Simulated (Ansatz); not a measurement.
`[BH2][Ga]1[CH2][SiH2][AlH]1`. Charge 0, multiplicity 1.

```xyz
12

B    -2.362    1.666    0.644
Ga   -0.903    0.425   -0.074
C     1.077    0.653   -0.368
Si    1.723   -1.068    0.076
Al   -0.420   -2.041   -0.626
H    -3.068    2.303   -0.087
H    -2.627    1.706    1.812
H     1.184    0.796   -1.453
H     1.544    1.503    0.132
H     3.111   -1.374   -0.384
H     1.738   -1.178    1.572
H    -0.996   -3.392   -1.245
```

Problem. What are the harmonic wavenumbers in cm⁻¹ at PBE0-D4/def2-TZVP (Ansatz, finite differences of forces, unscaled)? (Estimate.)

Solution. Ansatz gave: 60, 71, 133, 177, 250, 274, 317, 360, 403, 459, 496, 513, 534, 579, 650, 685, 723, 849, 904, 928, 930, 1136, 1368, 1890, 2145, 2173, 2565, 2649, 3026, 3124.

Problem. Is this a minimum?

Solution. Yes, all 30 modes are real.

Problem. Give the ideal-gas thermochemistry at 298.15 K and 1 bar (rigid rotor, harmonic oscillator; point group C1, symmetry number 1).

Solution. Zero-point energy 181.6 kJ/mol; H(298) − E = 208.8 kJ/mol; entropy 396.6 J/(mol·K), of which translation 171.7, rotation 119.1, vibration 105.9; G(298) − E = 90.5 kJ/mol. Modes under 100 cm⁻¹ are hindered rotations or soft bends, so the harmonic entropy is rough.
